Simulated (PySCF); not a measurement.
B3LYP has the VWN-RPA correlation part, as in Gaussian. 

```xyz
23

C     -1.8031     2.3166     0.2290
C     -0.5886     1.7733    -0.5330
Si     0.3503     0.3956     0.3440
Br     1.1930     1.2583     2.2724
C      1.8042    -0.1959    -0.6978
C      2.6278    -1.3298    -0.0760
C     -0.7853    -1.0257     0.8380
C     -1.4409    -1.7218    -0.3636
H     -1.5084     2.7079     1.2154
H     -2.2977     3.1330    -0.3212
H     -2.5576     1.5314     0.3998
H      0.1296     2.5839    -0.7461
H     -0.8954     1.3761    -1.5187
H      2.4442     0.6791    -0.9055
H      1.3929    -0.5070    -1.6762
H      2.0162    -2.2325     0.0849
H      3.4752    -1.6178    -0.7186
H      3.0358    -1.0317     0.9025
H     -1.5520    -0.6293     1.5250
H     -0.1962    -1.7450     1.4317
H     -0.6886    -2.1487    -1.0471
H     -2.0985    -2.5474    -0.0471
H     -2.0568    -1.0227    -0.9530
```

Charge 0, multiplicity 1.

Task: Give the Mulliken and meta-Löwdin atomic charges from B3LYP-D3(BJ)/def2-TZVP // B3LYP-D3(BJ)/def2-SVP run with PySCF 2.14.0.

Result: 
| atom | Mulliken (e) | meta-Löwdin (e) |
|---|---|---|
| C1 | -0.36 | -0.31 |
| C2 | -0.26 | -0.44 |
| Si3 | 0.47 | 0.95 |
| Br4 | -0.29 | -0.33 |
| C5 | -0.26 | -0.44 |
| C6 | -0.36 | -0.31 |
| C7 | -0.31 | -0.44 |
| C8 | -0.36 | -0.31 |
| H9 | 0.13 | 0.11 |
| H10 | 0.12 | 0.11 |
| H11 | 0.11 | 0.10 |
| H12 | 0.11 | 0.12 |
| H13 | 0.10 | 0.11 |
| H14 | 0.11 | 0.12 |
| H15 | 0.10 | 0.11 |
| H16 | 0.11 | 0.10 |
| H17 | 0.12 | 0.11 |
| H18 | 0.13 | 0.11 |
| H19 | 0.12 | 0.12 |
| H20 | 0.12 | 0.12 |
| H21 | 0.11 | 0.10 |
| H22 | 0.12 | 0.11 |
| H23 | 0.11 | 0.10 |
